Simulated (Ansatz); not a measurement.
```yaml
atoms:
  - { symbol: Cr, position_ang: [0.0000, 0.0000, 0.0000] }
  - { symbol: H, position_ang: [0.0000, 0.0000, 4.9800] }
```

Basis set: pcseg-2 (spherical functions). Some runs use density fitting. Charge 0, multiplicity 6.

Computed with Ansatz (development build ahead of 0.2.0); each method stands on the lowest determinant of its kind that the runs found.

Question: Give the atomization energy at this shape (free ground-state atoms in the same class of orbitals less the molecule, no zero-point energy) of sextet CrH in separate pieces by PBE0 (unrestricted), PBE (unrestricted).

Answer:

| method | atomization energy |
| --- | --- |
| PBE0 (unrestricted) | 0.06 kcal/mol |
| PBE (unrestricted) | 0.08 kcal/mol |

Caution: charge can spread falsely over distant fragments; the shape is not the minimum; the unrestricted determinant is a mixture of spin states.
